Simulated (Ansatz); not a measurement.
Ansatz (a program for electronic structure) input (CCSD(T)/aug-cc-pV(D+d)Z):
A basis named .json is the Basis Set Exchange file of that set.

Ansatz 0.2 input:
```yaml
crystal:
  periodic: [false, false, false]
  atoms:
    - {symbol: O, position_ang: [-0.97212285, -0.60096692, -0.89102347]}
    - {symbol: S, position_ang: [-0.28491959, -0.07238097, 0.31048704]}
    - {symbol: O, position_ang: [-0.04351813, 1.39597307, 0.20681504]}
    - {symbol: O, position_ang: [1.36688138, -0.65625544, 0.11691911]}
    - {symbol: H, position_ang: [1.74879025, 0.04809000, -0.42947801]}
basis:
  gaussian:
    orbitals: aug-cc-pV_D+d_Z.json
total_charge: -1
magnetization: {spin_polarized: false}
correlation: {method: ccsd_t, electrons: outside_noble_gas}
output: {forces: true}
```

End of the output:

```
integrals: 0.17 GiB planned
1051 factors; integrals over basis functions are off by at most 6.7e-4 eV
mean field: 0.39 GiB planned
mean field evaluation 1: about -16941.6346 eV, gradient 4.4e1 eV
mean field evaluation 2: about -16941.6362 eV, gradient 4.4e1 eV
mean field evaluation 4: about -16945.5472 eV, gradient 4.4e0 eV
mean field evaluation 8: about -16945.5965 eV, gradient 1.4e-1 eV
mean field evaluation 16: about -16945.5870 eV, gradient 1.4e0 eV
mean field -16945.59661021 eV, -622.7391892873 hartree, gradient 2.1e-6 eV, S^2 0.000000; 0 other end points of the search recorded, 0 dependent functions left out
8 core orbitals not correlated
reference -16945.59661021 eV, -622.7391892873 hartree; 13, 13 occupied and 89, 89 virtual orbitals, 1051 factors
densities: 0.75 GiB planned
second order -21.18707780 eV of doubles, -0.00000000 eV of singles
coupled cluster: 0.52 GiB planned
cycle   1  -20.41778997 eV  change    7.7e-1 eV  update   1.5e-1
cycle   2  -21.09359221 eV  change   -6.8e-1 eV  update   5.0e-2
cycle   3  -21.26515410 eV  change   -1.7e-1 eV  update   2.7e-2
cycle   4  -21.25349817 eV  change    1.2e-2 eV  update   8.3e-3
cycle   5  -21.24528325 eV  change    8.2e-3 eV  update   4.4e-3
cycle   6  -21.24754169 eV  change   -2.3e-3 eV  update   1.6e-3
cycle   7  -21.24795485 eV  change   -4.1e-4 eV  update   6.3e-4
cycle   8  -21.24751028 eV  change    4.4e-4 eV  update   2.4e-4
cycle   9  -21.24749154 eV  change    1.9e-5 eV  update   9.7e-5
cycle  10  -21.24761160 eV  change   -1.2e-4 eV  update   4.3e-5
cycle  11  -21.24753625 eV  change    7.5e-5 eV  update   2.0e-5
cycle  12  -21.24754033 eV  change   -4.1e-6 eV  update   7.4e-6
perturbative correction -0.85634165 eV, -0.0314699753 hartree
the calculation of the forces begins
Total energy: -16967.70049219 eV, -623.5514919675 hartree
Atom 0 at    -0.972123    -0.600967    -0.891023 Å, force    -0.744793    -0.626856    -1.183546 eV/Å
Atom 1 at    -0.284920    -0.072381     0.310487 Å, force     0.089548    -0.658904     1.236112 eV/Å
Atom 2 at    -0.043518     1.395973     0.206815 Å, force     0.233528     1.446306    -0.022016 eV/Å
Atom 3 at     1.366881    -0.656255     0.116919 Å, force     0.282663    -0.353184     0.085965 eV/Å
Atom 4 at     1.748790     0.048090    -0.429478 Å, force     0.139053     0.192638    -0.116515 eV/Å
Dipole moment:     0.189872    -0.034899     0.155451 e Å
```

It need not be the lowest isomer of its formula. Whether it binds its extra electron was not tested at this geometry.
